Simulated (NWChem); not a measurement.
System: CH$_{3}$FO$_{2}$Si; SMILES O=C[Si@@H](O)F

NWChem input:

```
start job
memory heap 200 mb stack 900 mb global 1100 mb
geometry units angstroms noautoz
  O     -0.143437    -1.957491     0.491420
  C      0.631789    -1.228850    -0.115835
  Si     0.003005     0.583369    -0.425961
  O     -1.558287     0.480556     0.118613
  F      0.928651     1.570497     0.497313
  H      1.648047    -1.621522    -0.427069
  H      0.067419     1.113505    -1.818382
  H     -1.654288    -0.371255     0.602056
end
basis spherical
  * library 6-31g*
end
dft
  xc slater pw91lda
  iterations 150
  mulliken
end
task dft energy
```

Parts of the log:

```
             Northwest Computational Chemistry Package (NWChem) 7.3.0
             --------------------------------------------------------

 C1  symmetry detected

                             Geometry "geometry" -> ""
                             -------------------------

 Output coordinates in angstroms (scale by  1.889725989 to convert to a.u.)

  No.       Tag          Charge          X              Y              Z
 ---- ---------------- ---------- -------------- -------------- --------------
    1 O                    8.0000     0.13455225    -2.02550831     0.35912437
    2 C                    6.0000     0.78780830    -1.18352999    -0.24501197
    3 Si                  14.0000    -0.05428690     0.55912144    -0.41742665
    4 O                    8.0000    -1.56022681     0.25212948     0.20117255
    5 F                    9.0000     0.80895600     1.59638662     0.51131968
    6 H                    1.0000     1.82131720    -1.44193824    -0.63091710
    7 H                    1.0000    -0.13016065     1.16363959    -1.77861384
    8 H                    1.0000    -1.53319723    -0.62867049     0.63932336

 Effective nuclear repulsion energy (a.u.)     230.7113467160

                                 NWChem DFT Module
                                 -----------------

 Summary of "ao basis" -> "ao basis" (spherical)
 ------------------------------------------------------------------------------
       Tag                 Description            Shells   Functions and Types
 ---------------- ------------------------------  ------  ---------------------
 O                           6-31g*                  6       14   3s2p1d
 C                           6-31g*                  6       14   3s2p1d
 Si                          6-31g*                  8       18   4s3p1d
 F                           6-31g*                  6       14   3s2p1d
 H                           6-31g*                  2        2   2s

            General Information
            -------------------
          SCF calculation type: DFT
          Wavefunction type:  closed shell.
          No. of atoms     :     8
          No. of electrons :    48
           Alpha electrons :    24
            Beta electrons :    24
          Charge           :     0
          Spin multiplicity:     1
          Use of symmetry is: off; symmetry adaption is: off
          Maximum number of iterations: 150
          AO basis - number of functions:    80
                     number of shells:    38
          Convergence on energy requested:  1.00D-06
          Convergence on density requested:  1.00D-05
          Convergence on gradient requested:  5.00D-04

              XC Information
              --------------
                        Slater Exchange Functional  1.000 local
            Perdew 1991 LDA Correlation Functional  1.000 local

             Grid Information
             ----------------
          Grid used for XC integration:  medium
          Radial quadrature: Mura-Knowles
          Angular quadrature: Lebedev.
          Tag              B.-S. Rad. Rad. Pts. Rad. Cut. Ang. Pts.
          ---              ---------- --------- --------- ---------
          O                   0.60       49          10.0       434
          C                   0.70       49           8.0       434
          Si                  1.10       88           8.0       590
          F                   0.50       49           9.0       434
          H                   0.35       45          10.0       434
          Grid pruning is: on
          Number of quadrature shells:   419
          Spatial weights used:  Erf1

      Superposition of Atomic Density Guess
      -------------------------------------

 Sum of atomic energies:        -576.85329577

      Non-variational initial energy
      ------------------------------

 Total energy =    -578.193735
 1-e energy   =   -1257.072269
 2-e energy   =     448.167188
 HOMO         =      -0.273544
 LUMO         =      -0.060892

     ---------------------------------------------
      Total Density - Mulliken Population Analysis
     ---------------------------------------------

    Atom       Charge   Shell Charges
 -----------   ------   -------------------------------------------------------
    1 O    8     8.77   2.00  0.96  3.05  0.92  1.82  0.02
    2 C    6     5.56   2.00  0.71  1.49  0.63  0.66  0.06
    3 Si  14    12.65   2.00  2.00  5.97  0.85  1.18  0.21  0.22  0.21
    4 O    8     9.04   2.00  0.93  3.13  0.91  2.05  0.01
    5 F    9     9.62   2.00  0.95  3.47  1.00  2.19  0.01
    6 H    1     0.85   0.47  0.38
    7 H    1     1.07   0.46  0.61
    8 H    1     0.45   0.34  0.11

   convergence    iter        energy       DeltaE   RMS-Dens  Diis-err
 ---------------- ----- ----------------- --------- --------- ---------
 d= 0,ls=0.0,diis     1   -576.2970796197 -8.07D+02  3.44D-02  1.98D+00
 d= 0,ls=0.0,diis     2   -575.1449799753  1.15D+00  2.53D-02  1.31D+01
 d= 0,ls=0.0,diis     3   -576.4756105804 -1.33D+00  6.35D-03  2.25D-01
 d= 0,ls=0.0,diis     4   -576.4685694690  7.04D-03  3.74D-03  3.05D-01
 d= 0,ls=0.0,diis     5   -576.4975697624 -2.90D-02  5.85D-04  3.74D-03
  Resetting Diis
 d= 0,ls=0.0,diis     6   -576.4978763416 -3.07D-04  2.35D-04  8.67D-04
 d= 0,ls=0.0,diis     7   -576.4979548527 -7.85D-05  1.87D-04  7.09D-05
 d= 0,ls=0.0,diis     8   -576.4979297591  2.51D-05  1.22D-04  3.38D-04
 d= 0,ls=0.0,diis     9   -576.4979617784 -3.20D-05  2.09D-05  3.64D-06
 d= 0,ls=0.0,diis    10   -576.4979621296 -3.51D-07  5.75D-06  7.19D-07

         Total DFT energy =     -576.497962129584
      One electron energy =    -1259.659696629187
           Coulomb energy =      504.272203384520
    Exchange-Corr. energy =      -51.821815600907
 Nuclear repulsion energy =      230.711346715990

 Numeric. integr. density =       48.000003863197

                       DFT Final Molecular Orbital Analysis
                       ------------------------------------

 Vector   22  Occ=2.000000D+00  E=-3.235418D-01
              MO Center= -1.2D+00,  1.8D-01,  1.7D-01, r^2= 2.0D+00
   Bfn.  Coefficient  Atom+Function         Bfn.  Coefficient  Atom+Function
  ----- ------------  ---------------      ----- ------------  ---------------
    49      0.491989  4 O  px                53      0.324521  4 O  px
    50     -0.226182  4 O  py                52     -0.166577  4 O  s
    54     -0.162274  4 O  py                35     -0.146493  3 Si px
     3      0.141201  1 O  px                18     -0.139842  2 C  py
    63      0.128421  5 F  px                65     -0.120736  5 F  pz

 Vector   23  Occ=2.000000D+00  E=-2.911157D-01
              MO Center= -1.3D+00,  3.4D-01,  1.0D-01, r^2= 1.5D+00
   Bfn.  Coefficient  Atom+Function         Bfn.  Coefficient  Atom+Function
  ----- ------------  ---------------      ----- ------------  ---------------
    51      0.519948  4 O  pz                55      0.381190  4 O  pz
    50      0.247584  4 O  py                54      0.191569  4 O  py
    78      0.159942  7 H  s                 63      0.146030  5 F  px
    49      0.132898  4 O  px                53      0.101255  4 O  px
    67      0.097337  5 F  px                41      0.096067  3 Si pz

 Vector   24  Occ=2.000000D+00  E=-2.253485D-01
              MO Center=  4.1D-01, -1.3D+00, -1.2D-02, r^2= 2.5D+00
   Bfn.  Coefficient  Atom+Function         Bfn.  Coefficient  Atom+Function
  ----- ------------  ---------------      ----- ------------  ---------------
     4     -0.372303  1 O  py                 3      0.363847  1 O  px
    76     -0.292417  6 H  s                  7      0.271125  1 O  px
     8     -0.271460  1 O  py                36     -0.243250  3 Si py
    18      0.181710  2 C  py                75     -0.180032  6 H  s
    34      0.166632  3 Si s                 20      0.155906  2 C  s

 Vector   25  Occ=0.000000D+00  E=-1.251272D-01
              MO Center=  5.0D-01, -1.2D+00, -9.5D-02, r^2= 1.9D+00
   Bfn.  Coefficient  Atom+Function         Bfn.  Coefficient  Atom+Function
  ----- ------------  ---------------      ----- ------------  ---------------
    23     -0.413409  2 C  pz                19     -0.404607  2 C  pz
     5      0.381140  1 O  pz                 9      0.351454  1 O  pz
    17     -0.188394  2 C  px                 3      0.173188  1 O  px
     7      0.165350  1 O  px                21     -0.161241  2 C  px
    22     -0.156841  2 C  py                18     -0.146441  2 C  py

 Vector   26  Occ=0.000000D+00  E=-4.222810D-03
              MO Center= -2.5D-01,  3.4D-01, -2.6D-01, r^2= 4.2D+00
   Bfn.  Coefficient  Atom+Function         Bfn.  Coefficient  Atom+Function
  ----- ------------  ---------------      ----- ------------  ---------------
    39      0.738994  3 Si px                52      0.723003  4 O  s
    20     -0.546227  2 C  s                  6      0.385367  1 O  s
    80     -0.340170  8 H  s                 35      0.332455  3 Si px
    41     -0.285492  3 Si pz                38     -0.184871  3 Si s
     8      0.178892  1 O  py                63     -0.164146  5 F  px

 Vector   27  Occ=0.000000D+00  E= 2.130664D-02
              MO Center=  4.5D-02,  8.0D-01, -4.0D-01, r^2= 3.8D+00
   Bfn.  Coefficient  Atom+Function         Bfn.  Coefficient  Atom+Function
  ----- ------------  ---------------      ----- ------------  ---------------
    40      0.767357  3 Si py                66     -0.501808  5 F  s
    80      0.412805  8 H  s                 78     -0.405451  7 H  s
    39      0.392077  3 Si px                36      0.334975  3 Si py
    38      0.314036  3 Si s                 34      0.285663  3 Si s
    23     -0.230885  2 C  pz                41      0.221860  3 Si pz

     ---------------------------------------------
      Total Density - Mulliken Population Analysis
     ---------------------------------------------

    Atom       Charge   Shell Charges
 -----------   ------   -------------------------------------------------------
    1 O    8     8.30   2.00  0.92  2.83  0.95  1.57  0.03
    2 C    6     6.01   2.00  0.70  1.94  0.60  0.71  0.07
    3 Si  14    13.29   2.00  1.99  5.95  0.95  1.65  0.14  0.28  0.33
    4 O    8     8.64   2.00  0.89  2.92  0.95  1.87  0.02
    5 F    9     9.32   2.00  0.92  3.29  1.03  2.07  0.01
    6 H    1     0.84   0.50  0.34
    7 H    1     1.05   0.48  0.57
    8 H    1     0.56   0.43  0.13

     -------------------------------------------
      Total Density - Lowdin Population Analysis
     -------------------------------------------

    Atom       Charge   Shell Charges
 -----------   ------   -------------------------------------------------------
    1 O    8     8.14   1.99  0.86  2.69  0.72  1.83  0.06
    2 C    6     6.11   1.98  0.57  1.74  0.49  1.17  0.15
    3 Si  14    13.48   2.00  1.97  5.87  0.65  1.50  0.35  0.66  0.48
    4 O    8     8.48   1.99  0.86  2.77  0.73  2.10  0.03
    5 F    9     9.23   1.99  0.92  3.16  0.87  2.27  0.02
    6 H    1     0.88   0.48  0.40
    7 H    1     1.02   0.48  0.54
    8 H    1     0.66   0.41  0.25

     Multipole analysis of the density
     ---------------------------------

     L   x y z        total         alpha         beta         nuclear
     -   - - -        -----         -----         ----         -------
     0   0 0 0     -0.000000    -24.000000    -24.000000     48.000000

     1   1 0 0      0.447195      0.223597      0.223597      0.000000
     1   0 1 0     -0.304830     -0.152415     -0.152415     -0.000000
     1   0 0 1     -0.522428     -0.261214     -0.261214      0.000000

     2   2 0 0    -26.073219    -75.456897    -75.456897    124.840575
     2   1 1 0     -0.168936      2.661304      2.661304     -5.491545
     2   1 0 1     -1.354625      1.358911      1.358911     -4.072447
     2   0 2 0    -28.994045   -144.618824   -144.618824    260.243604
     2   0 1 1     -0.231941      1.949158      1.949158     -4.130258
     2   0 0 2    -24.787786    -31.103465    -31.103465     37.419145
```

Level: LDA (Slater exchange, PW92)/6-31G* (spherical d). All runs use the structure optimised with PBE-D3(BJ)/def2-SVP.
